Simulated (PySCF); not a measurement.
Compound: C2H9BClN.
Geometry (PBE0-D3(BJ)/def2-SVP, Å), atoms numbered from 1 in this order:
```
atom  x, y, z in Å
C1    -1.5355    0.5772    0.5193
C2    -0.8565   -0.2496   -0.5695
B3     0.5556   -0.8781   -0.1483
N4     1.6007    0.3456    0.1303
Cl5    1.3919   -1.8096   -1.5350
H6    -2.5160    0.9715    0.2073
H7    -1.6967   -0.0195    1.4318
H8    -0.9372    1.4591    0.8177
H9    -1.5134   -1.0900   -0.8513
H10   -0.7523    0.3505   -1.4944
H11    0.5524   -1.5291    0.8869
H12    1.2819    0.9383    0.8992
H13    2.5225   -0.0297    0.3588
H14    1.6968    0.9204   -0.7101
```

Method used: PBE0-D3(BJ)/def2-SVP geometry optimisation, gas phase (PySCF 2.14.0).

Take the most abundant isotopes and a rigid rotor. The values belong to one conformer with, in the numbering `[CH3:1][CH2:2][B@H-:3]([NH3+:4])[Cl:5]`, C1–C2–B3–N4 -64°.

(1) What are A, B and C (MHz)?

(2) What kind of rotor is it?

(3) What does the inertial defect say?

(4) Give the other two planar moments, Paa and Pbb, and the rms extents of the mass along the axes.

(5) Which types of transition are allowed, and where do some lines up to J = 2 fall?

(6) Estimate the classical rotational partition function at 10 K, 25 K and 50 K.

Answers

(1) Ia = 79.86, Ib = 240.40, Ic = 298.33 u·Å²; 505379 MHz·u·Å²/I gives A = 6328, B = 2102, C = 1694 MHz.

(2) An asymmetric top; Ray's κ = -0.824.

(3) Not planar: Δ = Ic − Ia − Ib = -21.93 u·Å². For a rigid frame Δ = −2 Σ m c², so Σ m c² = 10.96 u·Å² lies off the ab plane: 7.62 from hydrogen and 3.34 from heavier atoms. The atom farthest from that plane is 1.67 Å away.

(4) Paa = Σ m a² = (Ib + Ic − Ia)/2 = 229.43 and Pbb = Σ m b² = (Ia + Ic − Ib)/2 = 68.90 u·Å². With the mass M = 93.05 u, the rms extents √(P/M) along a, b and c are 1.57, 0.86, 0.34 Å.

(5) The dipole components are |μa| = 2.10 D, |μb| = 5.09 D, |μc| = 1.40 D. Intensities carry the squares of the components, which stand as 0.17 : 1.00 : 0.08 (a : b : c). Some of the stronger lines:

```tsv
type	branch	J(Ka,Kc)	MHz	lower level (cm⁻¹)
a	Q	1(1,0) ← 1(1,1)	408	0.268
a	Q	2(1,1) ← 2(1,2)	1225	0.507
b	R	2(0,2) ← 1(1,1)	3339	0.268
a	R	1(0,1) ← 0(0,0)	3796	0.000
c	Q	2(1,2) ← 2(0,2)	3846	0.379
c	Q	1(1,1) ← 1(0,1)	4226	0.127
b	Q	1(1,0) ← 1(0,1)	4634	0.127
b	Q	2(1,1) ← 2(0,2)	5070	0.379
a	R	2(1,2) ← 1(1,1)	7184	0.268
a	R	2(0,2) ← 1(0,1)	7564	0.127
a	R	2(1,1) ← 1(1,0)	8001	0.281
b	R	1(1,1) ← 0(0,0)	8022	0.000
c	R	1(1,0) ← 0(0,0)	8430	0.000
b	R	2(1,2) ← 1(0,1)	11410	0.127
c	R	2(1,1) ← 1(0,1)	12635	0.127
c	Q	2(2,1) ← 2(1,1)	12677	0.548
b	Q	2(2,0) ← 2(1,1)	12705	0.548
b	Q	2(2,1) ← 2(1,2)	13902	0.507
b	R	2(2,1) ← 1(1,0)	20678	0.281
c	R	2(2,0) ← 1(1,0)	20706	0.281
c	R	2(2,1) ← 1(1,1)	21086	0.268
b	R	2(2,0) ← 1(1,1)	21114	0.268
```

(6) Point group C1, symmetry number σ = 1; q = (√π/σ)·√((kT/h)³/(ABC)), k/h = 20836.6 MHz/K: 1120 at 10 K, 4440 at 25 K, 12600 at 50 K.

No frequency check. Zero-point vibration and centrifugal distortion are left out. A rigid rotor knows nothing of internal rotation, which can split or shift real lines. Quadrupole hyperfine structure (11B, 14N, 35Cl) is left out.
